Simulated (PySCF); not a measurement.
**Ionisation energy of Mg⁺ by level of theory**

Mg⁺ [Ne] 3s1 (2S) → Mg²⁺ [Ne] (1S), as a difference of total energies. Calculation: PySCF 2.14, in aug-cc-pVDZ-DK (5s4p2d, 27 functions); scalar relativity by spin-free X2C-1e. The calculations carry no spin-orbit coupling.

| method | ionisation energy (eV) | error (eV) |
| --- | --- | --- |
| UHF | 14.735 | -0.300 |
| TPSS | 15.057 | +0.022 |
| r2SCAN | 15.008 | -0.027 |

Reference: 15.035 eV (measured; NIST Atomic Spectra Database, ionization energies).
